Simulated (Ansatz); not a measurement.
HgSe2⁻, relaxed as a quartet with UKS r2SCAN-D4/def2-TZVPD in Ansatz, starting from the r2SCAN-D4/def2-TZVPD geometry of the charge -1 doublet. Force threshold 0.02 eV/Å.

In the def2 sets Hg takes a core potential; there is no spin–orbit coupling. The highest occupied level of the charge -1 quartet lies above zero (up to 0.80 eV). It is a level of α spin, whose loss leaves a triplet; that state wasn't run at this geometry and level. The electron is either unbound and held by the finite basis, or the level is raised by self-interaction error. The relaxation made no stability test and no search for a lower SCF solution. At r2SCAN-D4/def2-TZVPD a doublet of charge -1 lies 1.62 eV below the quartet, each at its own geometry. The structure comes from a short search, and lower isomers may exist.

Start:

```xyz
3

Hg    0.8924    0.3548   -1.8422
Se    0.4633    0.2625    1.4463
Se   -1.3557   -0.6174    0.3960
```

**Question.** Estimate the energy that the relaxation releases and the steps that it takes.

**Answer.** 9.1 kcal/mol, in 16 steps; 78 s on 4 threads of Arm Neoverse V1 on a shared host. The force fell under the threshold at step 5, but the optimiser went on and released 0.102 eV more. No frequencies were taken in this run, so the end may be a saddle point.

**Question.** Does the start keep its bonding and symmetry?

**Answer.** By distances, no bond broke or formed. The bond that changes most is Se2–Se3, from 2.28 to 2.54 Å (atoms count from 1). Point group C2v at the start, Cs at the end, both within 0.05 Å.

**Question.** Predict the relaxed structure.

**Answer.** 
```csv
atom,x (Å),y (Å),z (Å)
Hg1,1.758,0.754,-1.960
Se2,0.225,0.125,0.608
Se3,-1.984,-0.878,1.351
```
Bond lengths: 1 × Se–Se 2.54 Å.
